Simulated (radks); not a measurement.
Problem. The mean radii <r> (bohr) of the occupied orbitals of an atom or ion are listed with their occupations. Calculated with a radial shooting solver on a logarithmic mesh with Libxc functionals: scalar-relativistic Kohn-Sham, PBE, spin-polarised, spherical densities, finite nucleus; Fermi nuclear charge, rms radius of each element as measured or else 0.836 A^(1/3) + 0.57 fm.

| orbital | occ. | <r> |
|---|---|---|
| 1s up | 1 | 0.02232 |
| 1s down | 1 | 0.02232 |
| 2s up | 1 | 0.09500 |
| 2s down | 1 | 0.09500 |
| 2p up | 3 | 0.08376 |
| 2p down | 3 | 0.08377 |
| 3s up | 1 | 0.2466 |
| 3s down | 1 | 0.2464 |
| 3p up | 3 | 0.2442 |
| 3p down | 3 | 0.2441 |
| 3d up | 5 | 0.2212 |
| 3d down | 5 | 0.2210 |
| 4s up | 1 | 0.5068 |
| 4s down | 1 | 0.5068 |
| 4p up | 3 | 0.5193 |

Name the element and its charge. Open shells, if any, are filled with parallel spins first.

Solution. Z = 63, europium, charge +30: Eu30+ in [Ar] 3d10 4s2 4p3. The 1s radius gives Z: for a bare nucleus <r> = (2 gamma + 1)/(2Z) with gamma = sqrt(1 - (Z/c)^2), 0.02203 bohr for Z = 63, and screening makes it slightly larger (0.02232 here). The occupations add up to 33, and the charge is Z minus that.
